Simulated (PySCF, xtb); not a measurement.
B(F)2(OEt) (C2H5BF2O), SMILES B(F)(OCC)F. Atoms are numbered in the order given.

```xyz
11

B      0.6235    -0.0963     0.7184
F     -0.0843    -1.1796     1.0461
F      1.8400     0.0298     1.2300
O      0.1398     0.8519    -0.0982
C     -1.1484     0.7203    -0.6988
C     -1.0945    -0.1877    -1.9147
H     -1.8693     0.3381     0.0431
H     -1.4604     1.7367    -0.9819
H     -0.8154    -1.2121    -1.6226
H     -2.0787    -0.2284    -2.4070
H     -0.3563     0.1848    -2.6414
```

Geometry optimised at ωB97X-D3(BJ)/def2-SVP. Other conformers were not sampled.

Method: PySCF with C-PCM-PBE0/def2-SVP.

The values are the electrostatic part of the solvation free energy, E(continuum) − E(gas) at the gas-phase geometry, in a cavity of scaled van der Waals radii (PySCF's table); cavitation and dispersion terms are not included. In vacuum the orbital gap is 10.76 eV. The dipole moment in vacuum is 2.45 D.

Computed values in water (ε = 78.36), chloroform (ε = 4.71), acetonitrile (ε = 35.69):
| solvent | ε | ΔG(elec) (kcal/mol) | dipole (D) | gap (eV) |
|---|---|---|---|---|
| water | 78.36 | -3.0 | 2.86 | 10.68 |
| chloroform | 4.71 | -2.4 | 2.76 | 10.71 |
| acetonitrile | 35.69 | -3.0 | 2.85 | 10.68 |

For comparison, GFN2-xTB/ALPB(water) (xtb, at the GFN2-xTB geometry, all terms of that model) gives -2.7 kcal/mol.
